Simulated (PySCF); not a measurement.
F5OSi2, SMILES F[Si](F)O[Si](F)(F)F (connectivity only; charge and spin as stated), charge +1, multiplicity 1.

Coordinates come from a B3LYP-D3(BJ)/def2-SVP optimisation. The spin state was assumed, not searched. The isomer is the one that the SMILES or the coordinates give; other isomers of the formula were not compared. One conformer was computed; it need not be the lowest.

Calculation: B3LYP-D3(BJ)/def2-SVP in PySCF 2.14.0.

Frequencies are harmonic and unscaled.

A small imaginary wavenumber (i) marks a very flat motion, where grid noise or a shallow saddle decides the sign.

| mode | ν (cm⁻¹) | IR (km/mol) | Raman (Å⁴/amu) | depolarisation | moving atoms (share of kinetic energy) |
|---|---|---|---|---|---|
| 1 | 2i | 0.0 | 0.1 | 0.75 | F 100 % |
| 2 | 30 | 0.2 | 0.0 | – | F 73 %, O 26 % |
| 3 | 59 | 0.4 | 0.3 | 0.75 | F 66 %, O 32 % |
| 4 | 204 | 5.3 | 0.9 | 0.75 | F 85 %, Si 13 % |
| 5 | 233 | 0.2 | 1.8 | 0.49 | F 96 % |
| 6 | 242 | 9.6 | 0.3 | 0.75 | F 69 %, O 21 %, Si 10 % |
| 7 | 295 | 0.3 | 1.0 | 0.75 | F 67 %, Si 17 %, O 16 % |
| 8 | 324 | 8.3 | 0.6 | 0.75 | F 51 %, Si 49 % |
| 9 | 339 | 151.5 | 0.3 | 0.42 | F 62 %, Si 30 % |
| 10 | 377 | 89.7 | 0.6 | 0.75 | O 46 %, F 39 %, Si 14 % |
| 11 | 387 | 145.9 | 0.5 | 0.75 | O 37 %, Si 32 %, F 31 % |
| 12 | 545 | 87.7 | 5.6 | 0.01 | Si 60 %, F 39 % |
| 13 | 845 | 106.9 | 1.4 | 0.09 | F 84 %, Si 14 % |
| 14 | 943 | 19.2 | 7.4 | 0.05 | F 58 %, Si 23 %, O 19 % |
| 15 | 1084 | 162.8 | 1.0 | 0.75 | Si 51 %, F 49 % |
| 16 | 1086 | 190.8 | 1.0 | 0.75 | Si 51 %, F 49 % |
| 17 | 1137 | 189.7 | 1.0 | 0.75 | Si 50 %, F 50 % |
| 18 | 1321 | 626.8 | 4.9 | 0.40 | O 61 %, Si 35 % |
